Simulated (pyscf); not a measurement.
F–AlH–Cl, singlet

Gas-phase minimum from PySCF at ωB97X-D3(BJ)/def2-SVP, one conformer. 

```xyz
4

F      1.4054     1.6057    -0.6977
Al     0.2707     0.4509    -0.3291
Cl     0.0514    -0.0631     1.6777
H     -0.5748    -0.2044    -1.4678
```
Charge 0, spin multiplicity 1.

Bond lengths (Å): F1–Al2 1.660, Al2–Cl3 2.083, Al2–H4 1.562. Angles (°): F1–Al2–Cl3 117.2, F1–Al2–H4 120.0, Cl3–Al2–H4 122.8.

Properties at ωB97X-D3(BJ)/def2-SVP:

```json
{
 "harmonic_wavenumbers_unscaled": "219, 493, 548, 685, 891, 2059 cm⁻¹",
 "zero_point_energy": "7.0 kcal/mol",
 "rotational_symmetry_number": "1",
 "Entropy of this conformer at 298 K and 1 atm, rigid rotor and harmonic oscillator, modes under 100 cm⁻¹ raised to 100": "281.6 J/(mol K)",
 "dipole_moment": "1.30 D"
}
```

Single-point totals, which compare only within one level (frozen core for MP2 and CC):

```json
[
 {"level": "ωB97X-D3(BJ)/def2-TZVP", "total energy (hartree)": "-803.31606"},
 {"level": "PBE/def2-TZVP", "total energy (hartree)": "-802.85733"},
 {"level": "r²SCAN/def2-TZVP", "total energy (hartree)": "-803.18420"},
 {"level": "B3LYP-D3(BJ)/def2-TZVP", "total energy (hartree)": "-803.32589"},
 {"level": "PBE0-D3(BJ)/def2-TZVP", "total energy (hartree)": "-802.91965"},
 {"level": "M06-2X/def2-TZVP", "total energy (hartree)": "-803.21321"},
 {"level": "ωB97M-D3(BJ)/def2-TZVP", "total energy (hartree)": "-803.39036"},
 {"level": "HF/def2-TZVPP", "total energy (hartree)": "-801.65505"},
 {"level": "MP2/def2-TZVPP", "total energy (hartree)": "-802.17024"},
 {"level": "CCSD/def2-TZVPP", "total energy (hartree)": "-802.19352"},
 {"level": "CCSD(T)/def2-TZVPP", "total energy (hartree)": "-802.21111"}
]
```

The CCSD(T) − MP2 part came from Ansatz, without density fitting, on the same reference.
